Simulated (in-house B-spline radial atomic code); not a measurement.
Excitations of Zr⁴⁺ by several methods

Full response, energies in eV; labels give the largest channel, * marks a mixed state, a dash one above the method's threshold, and an imaginary frequency an unstable closed-shell reference. Computed with an all-electron radial atomic-structure program (B-spline basis): linear response of the closed shell [Ar] 3d10 4s2 4p6 with each method's own kernel (bare exchange for TDHF, static screening on G0W0 levels for BSE, the adiabatic kernel for functionals); non-relativistic, point nucleus, no spin-orbit coupling, no double excitations, S, P, D and F terms only; shells from n = 2 respond. Only terms of natural parity with L up to 3 were computed.

Without relativity these are model numbers for so heavy an element.

```
           method  4p → 4d 3P  4p → 4d 3F  4p → 4d 1F  α (bohr³)
             TDHF      29.320      29.851       32.80      3.037
   BSE on G0W0@HF      29.937       30.64       33.14      2.987
         LDA VWN5      29.903       30.46       32.39      3.045
              PBE      29.548      29.861       32.17      3.055
             PBE0      29.616       30.02       32.45      3.042
  B3LYP (VWN-RPA)      29.606      29.977       32.29       3.05
        CAM-B3LYP      29.604       30.01       32.32      3.051
          LC-wPBE      29.607      29.926       32.31      3.046
            wB97X           ?           ?           ?          ?
            HSE06      29.585      29.977       32.42      3.048
        BHandHLYP      29.577       30.02       32.53      3.041
             BLYP      29.473      29.749       32.03      3.063
           PBEsol      29.644       30.06       32.30      3.048
             BP86      29.685      29.945       32.23      3.048
LDA exchange-only           ?           ?           ?          ?
            B97-1      29.865       30.29       32.36      3.043
             RPBE      29.502      29.767       32.11      3.057
             OLYP      29.427      29.852       32.17      3.033
```

Task: What does wB97X give?

Result: 4p → 4d 3P: 29.826; 4p → 4d 3F: 30.26; 4p → 4d 1F: 32.35; α: 3.052 (eV, bohr³).

Task: What does LDA exchange-only give?

Result: 4p → 4d 3P: 29.236; 4p → 4d 3F: 29.941; 4p → 4d 1F: 32.23; α: 3.077 (eV, bohr³).
